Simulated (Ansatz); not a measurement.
Reactions of `CC[SiH2][SiH3]`.

Calculated with Ansatz (gas phase, PBE0-D4/def2-TZVP geometries, no zero-point term in ΔE). CCSD(T)/CBS adds triple-zeta CCSD(T) − MP2 to the extrapolated MP2 energy (def2 sets, frozen cores). This one scheme is used for every species, atoms too. DFT in def2-TZVPP. No spin–orbit coupling; open shells (•) take unrestricted orbitals. Spin–orbit coupling would lower the free atoms: a little for C, Si. def2 core potentials past Kr. For Ge, Se, Zr outer-core shells are correlated without core-valence functions, so the limit isn't a true one: a few kJ/mol of doubt a bond, and 10 to 20 or more in all where bonds break to atoms. Scalar relativity is left out up to krypton. Each species was taken in one conformer, which may not be the lowest.

| reaction | PBE-D4 (kJ/mol) |
| --- | --- |
| `CC[SiH2][SiH3]` + `OBN[SiH3]` → `OBN([SiH3])[SiH3]` + `CC[SiH3]` | -26 |
| `CC[SiH2][SiH3]` + `[OH][GeH]([F])[SH]` → `[OH][GeH]([F])[S][SiH3]` + `CC[SiH3]` | -48 |
| `CC[SiH2][SiH3]` + HCl → `[SiH3][SiH2]CCl` + CH₄ | 14 |
| `CC[SiH2][SiH3]` → SiH₄ + `CC[SiH]` | 246 |
| `CC[SiH2][SiH3]` → 2 C• + 10 H• + 2 Si• | 4735 |
| `CC[SiH2][SiH3]` + CH₃SH → `CC[SiH2]SC` + SiH₄ | -52 |
| `CC[SiH2][SiH3]` + `O[SiH2]F` → `F[SiH2]O[SiH2][SiH3]` + `CC` | -93 |
| `CC[SiH2][SiH3]` + H₂S → `CC[SiH2]S` + SiH₄ | -50 |
| `CC[SiH2][SiH3]` + `B[SeH]` → `B[Se][SiH2][SiH3]` + `CC` | -69 |
| `CC[SiH2][SiH3]` + `CC[O][Zr]([OH])([OH])[O]CC` → `CC[O][Zr]([OH])([O]CC)[O]CC` + `[SiH3][SiH3]` | 58 |

Problem. Give the CCSD(T)/CBS values in the same order. (An estimate is asked.)

Solution. Ansatz gave: -48, -62, 18, 235, 4737, -62, -106, -61, -71, 61 kJ/mol.

Largest T1 diagnostic: 0.015, for `CC[O][Zr]([OH])([OH])[O]CC`.
